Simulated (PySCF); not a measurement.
Mapped SMILES: `[SH:1][CH2:2][c:3]1[cH:4][cH:5][cH:6][cH:7][cH:8]1` (H(Xn): hydrogen on atom n).

Theory: B3LYP/pcSseg-1 with gauge-including orbitals, coordinates at the PBE0-D3(BJ)/def2-SVP level, in PySCF 2.14.0 with density-fitted response routines (one computed conformer, rapidly exchanging positions averaged, relativity neglected, isolated molecule).

Shifts are taken against calculated references (same method and geometry level): TMS for ¹³C and ¹H; CS2 for ³³S.

```tsv
atoms	nucleus	count	δ (ppm)
H(C2)	¹H	2	?
C2	¹³C	1	37.0
H(C5)/H(C7)	¹H	2	7.28
C4/C8	¹³C	2	134.6
C5/C7	¹³C	2	134.4
C3	¹³C	1	?
C6	¹³C	1	133.2
H(S1)	¹H	1	1.47
H(C6)	¹H	1	7.20
H(C4)/H(C8)	¹H	2	7.35
S1	³³S	1	?
```

Q: Complete the table.

A: 
- C3: 149.5 ppm, substituted aromatic carbon
- H(C2): 3.45 ppm, hydrogen on an sp3 CH2 bonded to S, on an aromatic ring
- S1: -6 ppm, thiol sulfur

The OH or NH signal is concentration- and solvent-dependent in practice; the value given is the gas-phase one. Shifts are as computed. Against solution values, carbons near 30 ppm lie about +2 ppm off and those near 130 ppm about +6 ppm. Of 1211 compounds with measured shifts, 218 miss one by over three times the rms of a fit or turn the order of signals round; such compounds aren't used in these exercises.
